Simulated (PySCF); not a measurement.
**Structure elucidation problem**

The spectra below were simulated for a compound CH₁₁ClSi₄.

¹H NMR (500 MHz, computed): δ 3.62 (s, 9H), 3.15 (s, 2H).

¹³C{¹H} NMR (computed): δ 34.6 (CH2).

Calculated, not measured (PySCF 2.14.0 with density-fitted response routines): coordinates at the GFN2-xTB level, shieldings: GIAO PBE0/pcSseg-1. No solvent model, non-relativistic Hamiltonian, a single conformation, rapidly exchanging positions averaged.

Referencing at the same level of theory: ¹H (σ = 31.72 ppm), ¹³C (σ = 186.93 ppm) against TMS.

Task: Choose the structure that fits.
A. [SiH3][Si]([SiH3])([SiH3])CCl
B. C[Si]([SiH3])([SiH3])[SiH2]Cl
C. C[Si@]([SiH3])(Cl)[SiH2][SiH3]
D. [SiH3]C[Si]([SiH3])([SiH3])Cl

Result: A. 

- The formula gives 0 degrees of unsaturation.
- Carbon types of the structure: 1 × CH2, leaving 9 H on heteroatoms.
- δC 34.6: sp3 CH2 bonded to Cl and Si; the inductive effect lowers its shielding.
- δH 3.62: hydrogen on a silicon bonded to Si.
- δH 3.15: hydrogen on an sp3 CH2 bonded to Cl and Si; its carbon carries Cl, an electronegative neighbour.

The others: [SiH3]C[Si]([SiH3])([SiH3])Cl would give 3 signals for carbon-bound and other non-exchanging H, not 2; C[Si@]([SiH3])(Cl)[SiH2][SiH3] would give 5 signals for carbon-bound and other non-exchanging H, not 2; C[Si]([SiH3])([SiH3])[SiH2]Cl would give 3 signals for carbon-bound and other non-exchanging H, not 2.

Carbons that carry Cl, above all several Cl atoms, come out too deshielded, partly because spin–orbit coupling is missing. Shifts are as computed. Against solution values, carbons near 30 ppm lie about +3 ppm off and those near 130 ppm about +5 ppm; carbons on Cl a further +6 ppm. Of 1309 compounds with measured shifts, 239 miss one by over three times the rms of a fit or turn the order of signals round; such compounds aren't used in these exercises. Multiplicities follow the n + 1 count of equivalent neighbours, as no J values were calculated; m marks all less simple cases, F and P coupling included.
